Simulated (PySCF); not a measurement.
**How methods differ on the ionisation energy of Cl+**

Cl+ [Ne] 3s2 3p4 (3P) → Cl(2+) [Ne] 3s2 3p3 (4S), as a difference of total energies. All numbers are calculated (PySCF 2.14, the non-relativistic Hamiltonian (point nucleus), in aug-cc-pwCVTZ (8s7p5d3f, 75 functions)). Correlated levels: valence: [Ne] frozen; valence and next inner shell: 1s2 frozen; nothing frozen. The calculations carry no spin-orbit coupling.

```csv
method,ionisation energy (eV),error (eV)
UHF,22.589,-1.182
LDA,23.977,+0.206
PBE,23.858,+0.087
PBE0,23.849,+0.078
r2SCAN,23.812,+0.041
BP86,24.024,+0.253
wB97X,23.872,+0.101
TPSSh,23.900,+0.129
revPBE,23.829,+0.058
MP2 (valence),23.386,-0.385
SCS-MP2 (valence),23.475,-0.296
MP2 (valence and next inner shell),23.417,-0.354
SCS-MP2 (valence and next inner shell),23.495,-0.276
MP2 (all electrons),23.418,-0.353
SCS-MP2 (all electrons),23.496,-0.275
```

Reference: 23.771 eV (measured; NIST levels, between the centres of gravity of the two terms).

Errors of the correlated levels include the incompleteness of this basis and the frozen core.
